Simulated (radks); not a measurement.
The numbers below are computed, except where a source is named.
Question: The mean radii <r> (bohr) of the occupied orbitals of an atom or ion are listed with their occupations. Code: a radial shooting solver on a logarithmic mesh with Libxc functionals. Model: scalar-relativistic Kohn-Sham, BLYP, spin-unpolarised, spherical densities, finite nucleus; Fermi nuclear charge, rms radius of each element as measured or else 0.836 A^(1/3) + 0.57 fm.

| orbital | occ. | <r> |
|---|---|---|
| 1s | 2 | 0.01632 |
| 2s | 2 | 0.06876 |
| 2p | 6 | 0.06234 |
| 3s | 2 | 0.1776 |
| 3p | 6 | 0.1793 |
| 3d | 10 | 0.1624 |
| 4s | 2 | 0.3917 |
| 4p | 6 | 0.4176 |
| 4d | 10 | 0.4398 |
| 5s | 2 | 0.8768 |
| 4f | 14 | 0.4677 |
| 5p | 6 | 1.007 |
| 5d | 10 | 1.386 |
| 6s | 2 | 2.416 |
| 7s | 1 | 7.565 |

Name the element and its charge.

Answer: Z = 81, thallium, charge 0: Tl in [Hg] 7s1. The 1s radius gives Z: for a bare nucleus <r> = (2 gamma + 1)/(2Z) with gamma = sqrt(1 - (Z/c)^2), 0.01613 bohr for Z = 81, and screening makes it slightly larger (0.01632 here). The occupations add up to 81, and the charge is Z minus that.
